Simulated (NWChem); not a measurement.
Species: CH5Si, doublet; SMILES C[SiH2]

In the optimisation the excess spin sits in a' (Cs, its own frame).

Q: Give the equilibrium geometry at PBE0/def2-SVP, spin-unrestricted (NWChem) as a Z-matrix, with the point group.

A: point group Cs; any orientation.
```
C
H 1 1.1004
H 1 1.1004 2 108.10
H 1 1.1028 2 108.10 3 116.78
Si 1 1.8838 2 110.83 3 -121.63
H 5 1.4979 1 111.96 2 -58.26
H 5 1.4979 6 109.54 1 124.82
```
